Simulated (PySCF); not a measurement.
**Broadened absorption spectrum of [Cu(CN)2]-**

Compound: [Cu(CN)2]-, C2CuN2 (charge -1 and singlet state).
Bonds: Cu1–C2, Cu1–C4, C2–N3, C4–N5.

Theory: TDDFT CAM-B3LYP/def2-SVPD, vertical, gas phase, core orbitals frozen in the response in PySCF. Isolated species at its PBE0-D3(BJ)/def2-SVP geometry, gas phase. The geometry's basis has no diffuse functions, a weakness for an anion.

Each state is given a Gaussian of 0.4 eV full width at half maximum, with ε(max) = 2.175×10⁸ f / Δν̃ (Δν̃ the width in cm⁻¹). The cross-section is σ = 3.8235×10⁻²¹ ε cm², given in Mb (10⁻¹⁸ cm²). The width is an assumption, not a result. The curve ends short of the highest state used, and states not computed would add to its high-energy end.

λ (nm), σ (Mb) and a bar:
```
    197.2      24.56 ########
    198.7      37.08 ############
    200.1      50.67 ################
    201.6      65.72 #####################
    203.1      79.19 #########################
    204.6      88.94 #############################
    206.1      93.40 ##############################
    207.6      91.99 ##############################
    209.1      85.24 ###########################
    210.5      75.37 ########################
    212.0      62.76 ####################
    213.5      49.91 ################
    215.0      38.41 ############
    216.5      29.34 #########
    218.0      23.24 #######
    219.5      20.19 ######
    220.9      19.85 ######
    222.4      21.71 #######
    223.9      25.22 ########
    225.4      29.63 #########
    226.9      34.16 ###########
    228.4      38.10 ############
    229.9      40.87 #############
    231.3      42.06 #############
    232.8      41.69 #############
    234.3      39.72 #############
    235.8      36.41 ############
    237.3      32.15 ##########
    238.8      27.39 #########
    240.3      22.54 #######
    241.7      18.23 ######
    243.2      14.08 #####
    244.7      10.55 ###
    246.2       7.67 ##
    247.7       5.42 ##
    249.2       3.72 #
    250.7       2.49 #
    252.1       1.68 #
    253.6       1.07 
    255.1       0.67 
    256.6       0.41 
    258.1       0.24 
    259.6       0.14 
    261.1       0.08
```

Q: Locate the maxima and give the states behind the curve.

A: 232 nm (5.35 eV), ε about 11000, made up of S1 (50%) and S2 (50%); 206 nm (6.00 eV), ε about 24000, made up of S8 (17%), S9 (17%) and S10 (65%) (ε in L mol⁻¹ cm⁻¹; maxima over ε = 5, shares over 10%). The states used: S1 5.35 eV (f 0.082); S2 5.35 eV (f 0.082); S3 5.54 eV (f 0.0000); S4 5.55 eV (f 0.0000); S5 5.55 eV (f 0.0000); S6 5.70 eV (f 0.0000); S7 5.70 eV (f 0.0000); S8 5.96 eV (f 0.065); S9 5.96 eV (f 0.065); S10 6.03 eV (f 0.240); S11 6.54 eV (f 0.0000); S12 6.65 eV (f 0.0000); S13 6.65 eV (f 0.0000); S14 6.88 eV (f 0.0000); S15 6.89 eV (f 0.0000).

Q: Does any computed singlet lie in the visible range?

A: No computed singlet lies in the visible range (380 to 750 nm); the lowest, at 232 nm, stands 2.09 eV above its violet end (3.26 eV).

Q: What would ε be at 6.00 eV, the highest of these maxima, with half the width (0.2 eV)?

A: About 46300 L mol⁻¹ cm⁻¹ against 24500, a factor of about 1.9; a lone state at its own centre would give exactly 2.

Q: On this curve, what absorbance would a 10⁻³ mol/L sample give at 222 nm over a 1 cm path?

A: 222 nm is 5.585 eV, where ε is about 5500 L mol⁻¹ cm⁻¹, so A = ε c l ≈ 5.5 (Beer–Lambert, with the gas-phase spectrum and the assumed width).

No detachment energy is given for this anion; states above it aren't bound, and a finite basis only mimics them.
